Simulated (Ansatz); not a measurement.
The cluster Sr2Se⁺ (the lowest doublet isomer of a short search). Charge 1, multiplicity 2. Geometry B3LYP-D4/def2-TZVP, basis def2-TZVP, Ansatz.

```xyz
3

Sr    0.683   -2.467    0.952
Sr   -0.607    2.532   -0.825
Se   -0.075   -0.065   -0.127
```

```csv
run,HOMO (eV),LUMO (eV)
A,-6.65,-5.80
B,-6.71,-5.96
C,-7.79,-4.46
D,-7.58,-4.54
```

In the def2 sets Sr takes a core potential; there is no spin–orbit coupling. LC-ωPBE has ω = 0.4 bohr⁻¹. B3LYP takes the VWN-RPA correlation. The structure comes from a short search, and lower isomers may exist.

HOMO and LUMO are taken over both spins.

Q: The runs used B3LYP, LC-ωPBE, PBE0, ωB97X-V. Estimate which is which.

A: A PBE0 (25 % exact exchange); B B3LYP (20 % exact exchange); C LC-ωPBE (range-separated); D ωB97X-V (range-separated). Exact exchange lowers occupied and raises empty levels; among semilocal functionals meta-GGAs tend to open the gap a little, and such runs are hard to tell apart. The gap grows from 0.75 eV (B3LYP) to 3.33 eV (LC-ωPBE).
